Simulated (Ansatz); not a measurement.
`[SiH3][CH2][SbH2]` + `CC(S)BO` → `C[CH](S)[SbH2]` + `OBC[SiH3]`  (redistribution)

Computed with Ansatz on PBE0-D4/def2-TZVP structures; ΔE is electronic, products minus reactants. CCSD(T)/CBS is the MP2 limit (def2-TZVPP, def2-QZVPP) plus CCSD(T) − MP2 in def2-TZVPP, frozen cores. Functionals use def2-TZVPP. def2 core potentials past Kr. For Sb outer-core shells are correlated without core-valence functions, which leaves a few kJ/mol of doubt a bond. Each species was taken in one conformer, which may not be the lowest.

Is it downhill or uphill in electronic energy at CCSD(T)/CBS, and by how much? (An estimate is asked.)

Computed: Downhill: ΔE = -3.7 kJ/mol.

What do these levels give: PBE-D4, r2SCAN-D4, ωB97X-V, PBE0, MP2/def2-QZVPP, MP2/CBS(def2)? (An estimate is asked.)

Ansatz gave: PBE-D4 -2.4, r2SCAN-D4 -2.1, ωB97X-V -3.6, PBE0 -2.5, MP2/def2-QZVPP -6.3, MP2/CBS(def2) -7.1 kJ/mol.

Largest T1 diagnostic among the species: 0.013.
